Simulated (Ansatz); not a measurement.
Reaction (SMILES): [F][Ge]([F])[F] → 3 F atom + Ge atom
B3LYP-D3(BJ)/def2-TZVP geometries, fixed; electronic energies without zero-point terms.

Basis-set convergence of the atomisation energy at PBE with Ansatz (a quantum-chemistry and plane-wave program). Cartesian d functions, on some or all atoms, in 3-21G, 6-31G, 6-31G**; all else is spherical. The program fits the integrals of some runs and decomposes those of others, by size. Open shells are unrestricted. No added dispersion term, no relativity. Functions are those of the species that has most. Reference: the value in pcseg-4, 343.40 kcal/mol, itself unsure by roughly 0.53 kcal/mol (its mean distance from aug-pcseg-3, aug-cc-pVQZ, cc-pV5Z). Deviations are taken from unrounded values.

| basis | functions | atomisation energy (kcal/mol) | minus reference (kcal/mol) |
|---|---|---|---|
| 3-21G | 50 | 356.68 | 13.28 |
| 6-31G | 56 | 320.46 | -22.94 |
| pcseg-1 | 69 | 329.73 | -13.67 |
| def2-SVP | 74 | 343.10 | -0.30 |
| 6-31G** | 80 | 342.91 | -0.49 |
| 6-311G** | 98 | 333.02 | -10.38 |
| aug-cc-pVDZ | 105 | 333.08 | -10.33 |
| def2-SVPD | 107 | 338.46 | -4.95 |
| cc-pVTZ | 133 | 343.78 | 0.38 |
| pcseg-2 | 133 | 341.79 | -1.61 |
| def2-TZVPPD | 174 | 342.87 | -0.53 |
| aug-cc-pVTZ | 197 | 341.91 | -1.50 |
| aug-pcseg-2 | 197 | 342.70 | -0.71 |
| def2-QZVP | 246 | 343.42 | 0.02 |
| pcseg-3 | 248 | 343.21 | -0.19 |
| def2-QZVPPD | 293 | 343.61 | 0.21 |
| aug-cc-pVQZ | 333 | 344.41 | 1.01 |
| pcseg-4 | 414 | 343.40 | 0.00 |

The smallest set listed that lies within 4 kcal/mol of the reference with all its larger relatives (same family, alike in diffuse functions; a set with none counts only in the reference's own line) is def2-SVP (74 functions, -0.30 kcal/mol off). Inside the window by cancellation, since a larger relative falls out: 6-31G**. (Relatives not listed, tested too: def2-TZVP -0.49, def2-TZVPP -0.49, cc-pVQZ 2.37, def2-QZVPP 0.26, aug-pcseg-3 -0.10, cc-pV5Z 0.48 kcal/mol.)
